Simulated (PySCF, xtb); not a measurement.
Si(H)2(OMe)(SeH) (CH6OSeSi), SMILES CO[SiH2][SeH]. Other conformers were not sampled.

Harmonic wavenumbers (cm⁻¹) from GFN2-xTB in xtb at its own minimum, in rising order: 79, 109, 138, 151, 278, 365, 502, 573, 593, 707, 753, 799, 1129, 1136, 1173, 1420, 1474, 1480, 2131, 2256, 2373, 2930, 2963, 2997.

### Question
What does B3LYP-D3(BJ)/def2-SVP run with PySCF give at its own minimum? (An estimate is asked for; the answer gives what the named calculation found.)

### Answer
79, 112, 157, 178, 278, 392, 497, 710, 763, 782, 883, 932, 1152, 1177, 1210, 1472, 1476, 1478, 2214, 2282, 2409, 2988, 3058, 3112. Paired by order, the mean absolute difference is 54 cm⁻¹ and the zero-point energies are 40.8 and 42.6 kcal/mol.
